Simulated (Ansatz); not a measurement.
The first iterations of a band of a periodic cell of 13 atoms, HOs12 (host Os, host structure hcp, interstitial H).

These are results of Ansatz, DFT PBEsol, scalar-relativistic, plane waves, PAW, not measurements. Settings: cutoff 420 eV, k mesh 4x3x4, gaussian smearing 0.05 eV, no spin polarisation.

| Property | Result |
| --- | --- |
| movable images | 5 |
| climbing image | yes |
| spring | 2.0 to 10.0 eV/Å², energy-weighted |
| optimiser | quadratic models (default) |
| start path | IDPP |
| force threshold | 0.05 eV/Å |
| iteration limit | 53 |
| end points | relaxed |

Initial state:

```xyz
13
Lattice="5.4800 0.0000 0.0000 -4.1100 7.1187 0.0000 0.0000 0.0000 4.3265" Properties=species:S:1:pos:R:3
Os -0.003 -0.100 -0.031
Os -0.005 1.576 2.255
Os -1.432 2.408 -0.019
Os -1.380 3.952 2.155
Os -2.726 4.758 -0.003
Os -2.739 6.311 2.154
Os 2.741 0.000 0.002
Os 2.736 1.585 2.152
Os 1.440 2.423 -0.029
Os 1.375 3.958 2.153
Os -0.010 4.748 -0.003
Os -0.011 6.308 2.159
H 0.019 1.561 0.533
```

Final state:

Only the atoms that move by more than 0.05 Å are listed.
```
Os1 -0.007 -0.093 0.034
Os2 -0.009 1.582 2.072
Os9 1.435 2.430 0.032
H13 0.013 1.568 -0.532
```

| iteration | highest image above the first end (eV) | largest band force component (eV/Å) |
| --- | --- | --- |
| 1 | 0.488 | 1.842 |
| 2 | 0.360 | 1.361 |

Question: Does the band converge within its limit, and where does its top end?

Answer: It converged. It ended after 5 iterations with the highest image 0.276 eV above the first end. By the program's own check the climbing image is of a kind that is not told: the force calls were inconclusive, a negative curvature could not be distinguished from the path's own, the only one lies far off the path, or fixed occupations may fill a level only in part (lowest curvatures found: -4.35 and 5.27 eV/Å²). Limits of this set-up: coarse k mesh, odd electron count without spin, a small cell, in which the defect meets its images, a typed lattice constant that wasn't relaxed here.

Time of the run: 6.5 min on 4 threads of Intel(R) Xeon(R) Platinum 8488C (Sapphire Rapids), with other jobs on the host, peak memory 2.4 GiB.
